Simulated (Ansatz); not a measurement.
Ansatz (a program for electronic structure) input (PBE0/def2-TZVPD):

Ansatz 0.2 input:
```yaml
crystal:
  periodic: [false, false, false]
  atoms:
    - {symbol: Si, position_ang: [-0.02969266, -0.19954636, -0.23417948]}
    - {symbol: Cl, position_ang: [0.52977633, 0.15869490, 1.64596283]}
    - {symbol: O, position_ang: [-0.66718019, 1.33898245, -0.92730429]}
    - {symbol: O, position_ang: [1.14832720, -0.38636354, -1.29314883]}
    - {symbol: O, position_ang: [-1.37426810, -1.03752885, -0.41843412]}
    - {symbol: H, position_ang: [-0.14117385, 1.83031987, -1.58241413]}
    - {symbol: H, position_ang: [2.01138750, -0.77342843, -1.11258525]}
    - {symbol: H, position_ang: [-1.69168341, -1.72931354, 0.17146162]}
    - {symbol: H, position_ang: [-1.62406193, 1.44753740, -1.06821988]}
basis:
  gaussian:
    orbitals: def2-TZVPD
hamiltonian:
  xc: {name: PBE0}
total_charge: 1
output: {forces: true}
```

Output:

```
Functional definition: PBE0
integrals: 0.21 GiB planned
1360 factors; their error is unknown
mean field: 1.74 GiB planned
mean field evaluation 1: about -26575.6014 eV, gradient 1.1e2 eV
mean field evaluation 2: about -26547.6664 eV, gradient 1.6e2 eV
mean field evaluation 4: about -26593.6989 eV, gradient 8.8e0 eV
mean field evaluation 8: about -26593.8637 eV, gradient 3.4e-1 eV
mean field evaluation 16: about -26593.8639 eV, gradient 2.0e-5 eV
mean field -26593.86386295 eV, -977.3064709951 hartree, gradient 2.0e-5 eV, S^2 0.000000; 0 other end points of the search recorded, 0 dependent functions left out
the calculation of the forces begins
reference -26593.86391121 eV, -977.3064727686 hartree; 29, 29 occupied and 216, 216 virtual orbitals, 1360 factors
Total energy: -26593.86391121 eV, -977.3064727686 hartree
Atom 0 at    -0.029693    -0.199546    -0.234179 Å, force    -0.000517     0.039898     0.028210 eV/Å
Atom 1 at     0.529776     0.158695     1.645963 Å, force    -0.058304    -0.032940    -0.192663 eV/Å
Atom 2 at    -0.667180     1.338982    -0.927304 Å, force     0.016214    -0.054461     0.006217 eV/Å
Atom 3 at     1.148327    -0.386364    -1.293149 Å, force    -0.042162    -0.009858     0.085366 eV/Å
Atom 4 at    -1.374268    -1.037529    -0.418434 Å, force     0.083054     0.022464     0.041947 eV/Å
Atom 5 at    -0.141174     1.830320    -1.582414 Å, force    -0.078370    -0.067881     0.067485 eV/Å
Atom 6 at     2.011388    -0.773428    -1.112585 Å, force    -0.099030     0.039315     0.009788 eV/Å
Atom 7 at    -1.691683    -1.729314     0.171462 Å, force     0.056464     0.079453    -0.044130 eV/Å
Atom 8 at    -1.624062     1.447537    -1.068220 Å, force     0.122652    -0.015991    -0.002219 eV/Å
Dipole moment:    -0.282032     0.380573    -0.530043 e Å
```

It need not be the lowest isomer of its formula.
